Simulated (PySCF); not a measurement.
An excited-state job on `c1ccc2[C@@H](S)Cc2c1`.

Computed with TDDFT PBE0/def2-SVPD, vertical, gas phase, core orbitals frozen in the response (PySCF 2.14.0, density-fitted response routines). Geometry: GFN2-xTB. The input is one job of a driver script: a line of settings, then coordinates in Å.

Command:
```bash
OMP_NUM_THREADS=1 python probes_run.py task.json out
```

Input:
```
{"job": {"kind": "uv", "xc": "PBE0", "basis": "def2-SVPD", "nstates": 6, "ntriplets": 2}, "charge": 0, "multiplicity": 1}
S     -2.611567    -0.975622    -1.370997
C     -1.761204     0.196851    -0.247232
C     -1.505233    -0.384070     1.170589
C     -0.036242    -0.221261     0.875962
C      1.229987    -0.383650     1.377862
C      2.269002    -0.024088     0.518129
C      2.035044     0.464511    -0.758047
C      0.744782     0.631741    -1.261768
C     -0.267946     0.281304    -0.404999
H     -2.250264    -0.354807    -2.491375
H     -2.302047     1.143267    -0.277143
H     -1.835106    -1.415014     1.288474
H     -1.894388     0.217574     1.990133
H      1.430994    -0.766930     2.366684
H      3.290219    -0.133073     0.854361
H      2.878480     0.723256    -1.381487
H      0.578491     1.012041    -2.259056
```

Output:
```
coarse grid: 15272 points
cycle   1  E = -706.8668481179  dE =  1.573e+00  |g| = 3.434e-01  |ddm| = 2.002e+01
cycle   2  E = -706.8680498250  dE = -1.202e-03  |g| = 3.584e-01  |ddm| = 4.803e+00
cycle   3  E = -706.9033335351  dE = -3.528e-02  |g| = 3.872e-02  |ddm| = 2.113e+00
cycle   4  E = -706.9035810884  dE = -2.476e-04  |g| = 2.351e-02  |ddm| = 2.994e-01
cycle   5  E = -706.9037148752  dE = -1.338e-04  |g| = 7.252e-03  |ddm| = 1.214e-01
cycle   6  E = -706.9037279052  dE = -1.303e-05  |g| = 2.425e-03  |ddm| = 2.880e-02
cycle   7  E = -706.9037295270  dE = -1.622e-06  |g| = 4.728e-04  |ddm| = 1.013e-02
final grid: 144392 points
cycle   8  E = -706.9860758602  dE = -3.292e-05  |g| = 8.339e-03  |ddm| = 3.235e-01
cycle   9  E = -706.9860654865  dE =  1.037e-05  |g| = 1.032e-02  |ddm| = 9.000e-02
cycle  10  E = -706.9860949288  dE = -2.944e-05  |g| = 1.506e-03  |ddm| = 4.451e-02
cycle  11  E = -706.9860955302  dE = -6.014e-07  |g| = 3.010e-04  |ddm| = 5.783e-03
cycle  12  E = -706.9860955537  dE = -2.347e-08  |g| = 9.262e-05  |ddm| = 1.501e-03
cycle  13  E = -706.9860955557  dE = -2.091e-09  |g| = 2.840e-05  |ddm| = 4.222e-04
cycle  14  E = -706.9860955559  dE = -1.974e-10  |g| = 6.438e-06  |ddm| = 1.664e-04
converged SCF energy = -706.9860955559

Static polarisability (au): isotropic 109.668, principal 75.401 111.885 141.716

Singlet excitations
state   eV       nm        f      main configurations
  1   4.9923    248.4   0.01712   H->L 0.87
  2   5.2866    234.5   0.03024   H-1->L 0.65, H-2->L+1 0.20, H->L+1 0.11
  3   5.6408    219.8   0.04579   H->L+1 0.73, H->L+2 0.14
  4   5.6772    218.4   0.00298   H->L+2 0.70, H->L+1 0.10
  5   5.9807    207.3   0.02002   H-2->L 0.49, H-1->L+1 0.45
  6   6.3811    194.3   0.01724   H->L+3 0.86

Triplet excitations (Tamm-Dancoff, eV): 4.0620 4.4868
```

The SCF starts on a coarse grid where the log names one; the energy can jump when the final grid takes over, and dE then counts from the start density on the new grid. H and L stand for HOMO and LUMO; the number after each pair is its weight.

Task: Which computed singlet has the largest oscillator strength, and what do all of them sum to?

Result: State 3 at 5.64 eV (220 nm), f = 0.046; the 6 states sum to 0.133.

Task: How does the lowest singlet excitation compare with the HOMO–LUMO gap?

Result: HOMO -6.79 eV and LUMO -0.66 eV give a gap of 6.13 eV; S1 at 4.99 eV lies 1.14 eV below it.

Main results: HOMO -6.79 eV, LUMO -0.66 eV; lowest singlet 4.99 eV; lowest triplet 4.06 eV (Tamm–Dancoff); mean polarisability 109.7 au.

Hardware: one thread, Arm Neoverse V1 (aarch64) (shared host). Cost: 64 s (with the writing of density and orbital grids), 1.0 GiB resident at most.

One conformer stands for the species.
Labels such as C1 count atoms from 1, the log's own numbers from 0.
